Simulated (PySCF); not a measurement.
Isomers of C2H6Si. All species are isolated molecules in the gas phase. Strings in code marks are SMILES.

The dipole moment from two functionals at the same geometries (B3LYP-D3(BJ)/def2-TZVP), both in PySCF: PBE-D3(BJ)/def2-TZVP and B3LYP-D3(BJ)/def2-TZVP. B3LYP has the VWN-RPA correlation part, as in Gaussian. 

| species | PBE-D3(BJ)/def2-TZVP (D) |
|---|---|
| `CC=[SiH2]` | 0.14 |
| `C=[SiH]C` | 1.59 |
| `C=C[SiH3]` | 0.74 |
| `[SiH2]1CC1` | 0.21 |

Q: What does B3LYP-D3(BJ)/def2-TZVP give for each?

A: 
- `CC=[SiH2]`: 0.20
- `C=[SiH]C`: 1.67
- `C=C[SiH3]`: 0.73
- `[SiH2]1CC1`: 0.05
Over these rows, drawn at random from the members with no instability flagged (it was tested for open shells, ions and some series alone), PBE minus B3LYP-D3(BJ): mean +0.01 D, from -0.08 D to +0.17 D.
